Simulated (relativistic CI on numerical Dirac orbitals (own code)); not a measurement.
One change at a time: Hf⁴³⁺

Base calculation: Dirac-Coulomb-Breit CI, KLI orbitals optimised for each configuration, a model potential for QED, unscaled Slater integrals.

Configuration list (outside the closed core [Ar]): 3d10 4s, 3d10 4p, 3d10 4d, 3d10 4f, 3d10 5s, 3d10 5p, 3d10 5d, 3d10 5f, 3d10 5g, 3d10 6s, 3d10 6p, 3d10 6d, 3d9 4s2, 3d10 6f, 3d9 4s 4p, 3d10 7s, 3d10 8s, 3d9 4s 4d, 3d9 4s 4f, 3d9 4s 5s, 3d9 4s 5p, 3d9 4s 5d, 3d9 4s 5f. Double excitations out of closed p, d and f shells are left out; levels of such configurations are missing from the list, as are those of other unlisted configurations, and high levels can miss mixing partners.

Variants: (1) valence Slater integrals scaled by 0.9; (2) Breit term removed; (3) non-relativistic limit. Shifts of the energy above 3d10 4s 2S_1/2, in eV, for the lowest level and the first level of each name with at least 55 % of one term (blank where a level changes its place among those of its configuration and J or its character, or is not in the variant):

```
          Level     Base   Δ(1)   Δ(2)     Δ(3)
 3d10 4s 2S_1/2     0.00   0.00   0.00     0.00
3d10 4p 2P°_1/2    92.61  +0.05  -1.01   -11.21
3d10 4p 2P°_3/2   180.14  +0.05  -0.05   -98.74
 3d10 4d 2D_3/2   324.41   0.00  +0.43  -104.26
 3d10 4d 2D_5/2   342.99   0.00  +0.87  -122.84
3d10 4f 2F°_5/2   497.13   0.00  +1.17  -122.06
3d10 4f 2F°_7/2   501.65   0.00  +1.46  -126.58
 3d10 5s 2S_1/2   890.94  +0.02  +0.86   -64.51
3d10 5p 2P°_1/2   935.97  +0.01  +0.41   -69.33
3d10 5p 2P°_3/2   976.95  +0.01  +0.84  -110.32
 3d10 5d 2D_3/2  1045.51   0.00  +1.05  -112.76
 3d10 5d 2D_5/2  1054.49   0.00  +1.28  -121.73
3d10 5f 2F°_5/2  1122.75   0.00  +1.42  -121.35
3d10 5f 2F°_7/2  1125.40   0.00  +1.54  -124.00
 3d10 5g 2G_7/2  1159.63   0.00  +1.59  -122.06
 3d10 5g 2G_9/2  1160.69   0.00  +1.62  -123.12
 3d10 6s 2S_1/2  1334.25  +0.01  +1.21   -90.82
3d10 6p 2P°_1/2  1359.29   0.00  +0.96   -93.26
3d10 6p 2P°_3/2  1381.83  +0.01  +1.19  -115.80
 3d10 6d 2D_3/2  1419.76   0.00  +1.31  -117.07
 3d10 6d 2D_5/2  1424.80   0.00  +1.43  -122.11
 3d9 4s2 2D_5/2  1436.55  +0.02  +0.81  +148.52
```

At this charge energies of transitions that change n are usually good to better than 1 %, and those within a shell (Δn = 0) to a few per cent.

Ionisation energy from the two ground configurations alone: base 2218.99 eV; Breit term removed 2220.66 eV. The NIST ASD value (semi-empirical) is 2218.9 eV.

LS names give the leading component of a level, which can be under half, so a name can repeat, a term be missing and a line seem to break the LS rules.
